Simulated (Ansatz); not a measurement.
A geometry relaxed with r2SCAN-D4/def2-TZVP run with Ansatz (a quantum-chemistry and plane-wave program), charge 0, multiplicity 1:

```xyz
8

Si     0.9229    -0.2745    -0.8612
C     -1.1550     0.4525     0.6423
N      0.0435     0.6680     0.3134
H      2.1126    -0.8469    -0.1868
H     -1.6451     1.0885     1.3905
H     -1.7808    -0.3557     0.2248
H      1.3628     0.6403    -1.9416
H      0.1017    -1.3774    -1.4450
```

Task: Write the SMILES of this molecule.

Result: `C=N[SiH3]`
